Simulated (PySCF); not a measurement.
# BeCl2: bend–stretch map

All numbers come from PBE in PySCF with Be def2-TZVP, Cl def2-TZVP; no relativity; density-fitted integrals.

Rigid scan from the singlet minimum (Be–Cl 1.809 Å (×2); Cl–Be–Cl 180.0°). Coordinate: rows scale both bonds, columns set the Cl–Be–Cl angle. Energies in kJ/mol from the minimum.

**Question.** Give the energy map for rows 0.94, 0.97, 1.00, 1.03, 1.06, 1.10 and columns 90, 105, 120, 135, 150, 165, 180.

**Answer.** 
```json
{"scale \\ angle": "0.94", "90": "358.0", "105": "201.6", "120": "120.8", "135": "74.0", "150": "46.1", "165": "30.9", "180": "26.1"}
{"scale \\ angle": "0.97", "90": "303.5", "105": "165.9", "120": "93.7", "135": "51.0", "150": "25.0", "165": "10.6", "180": "6.0"}
{"scale \\ angle": "1.00", "90": "268.4", "105": "146.8", "120": "81.8", "135": "42.5", "150": "18.0", "165": "4.4", "180": "0.0"}
{"scale \\ angle": "1.03", "90": "248.7", "105": "140.8", "120": "81.9", "135": "45.4", "150": "22.3", "165": "9.3", "180": "5.1"}
{"scale \\ angle": "1.06", "90": "241.3", "105": "145.1", "120": "91.3", "135": "57.2", "150": "35.4", "165": "23.0", "180": "18.9"}
{"scale \\ angle": "1.10", "90": "246.3", "105": "163.1", "120": "115.0", "135": "83.7", "150": "63.2", "165": "51.5", "180": "47.7"}
```

**Question.** And the size of the dipole moment (D) on the same grid?

**Answer.** 
| scale \ angle | 90 | 105 | 120 | 135 | 150 | 165 | 180 |
| --- | --- | --- | --- | --- | --- | --- | --- |
| 0.94 | 3.33 | 2.68 | 2.12 | 1.60 | 1.07 | 0.54 | 0.00 |
| 0.97 | 3.52 | 2.86 | 2.28 | 1.72 | 1.16 | 0.58 | 0.00 |
| 1.00 | 3.70 | 3.04 | 2.44 | 1.85 | 1.24 | 0.62 | 0.00 |
| 1.03 | 3.89 | 3.22 | 2.60 | 1.97 | 1.33 | 0.67 | 0.00 |
| 1.06 | 4.07 | 3.40 | 2.75 | 2.10 | 1.41 | 0.71 | 0.00 |
| 1.10 | 4.30 | 3.63 | 2.96 | 2.26 | 1.52 | 0.77 | 0.00 |

The bond scale of lowest energy on the grid is 1.06 at 90°, 1.03 at 105°, 1.00 at 120°, 1.00 at 135°, 1.00 at 150°, 1.00 at 165°, 1.00 at 180°.

Other isomers or separated fragments may lie lower.
